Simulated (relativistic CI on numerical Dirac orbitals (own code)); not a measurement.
Nb4+ (4d) in a crystal field

Calculated by Dirac-Coulomb-Breit CI, orbitals from a KLI potential per configuration, model QED, one configuration in a parametric crystal field, unscaled Slater integrals (own radial code).

Field parameters in Wybourne normalisation: Oh B⁴₀ = 21Dq, B⁴₄ = √(5/14) B⁴₀. The field is a parameter set, without covalency.

S is read from ⟨S²⟩ = S(S + 1).

Powder χT (cm³ K mol⁻¹) by Van Vleck's formula, with temperature-independent terms:

```csv
Field,2 K,5 K,10 K,20 K,50 K,100 K,200 K,300 K
"Oh, 10Dq = 7250 cm⁻¹",0.0231,0.0245,0.0267,0.0312,0.0448,0.0673,0.112,0.158
"Oh, 10Dq = 13050 cm⁻¹",0.00853,0.00996,0.0123,0.0171,0.0313,0.0551,0.103,0.15
"Oh, 10Dq = 18850 cm⁻¹",0.00473,0.00618,0.00859,0.0134,0.0279,0.0521,0.1,0.149
"Oh, 10Dq = 24650 cm⁻¹",0.00321,0.00467,0.00711,0.012,0.0266,0.051,0.0998,0.148
"Oh, 10Dq = 30450 cm⁻¹",0.00246,0.00393,0.00638,0.0113,0.026,0.0505,0.0996,0.149
"Oh, 10Dq = 36250 cm⁻¹",0.00203,0.00351,0.00597,0.0109,0.0257,0.0503,0.0996,0.149
"Oh, 10Dq = 42050 cm⁻¹",0.00177,0.00325,0.00572,0.0107,0.0255,0.0502,0.0996,0.149
```

**Question.** For Oh, 10Dq = 18850 cm⁻¹: what effective moment follows at 300 K?

**Answer.** μ_eff = √(8χT) = 1.09 μB. The ground level has S = 0.50; the spin-only moment for S = 1/2 is 1.73 μB. The difference comes from the orbital moment, spin-orbit mixing of terms and temperature-independent paramagnetism, all larger in this ionic model than in covalent complexes.
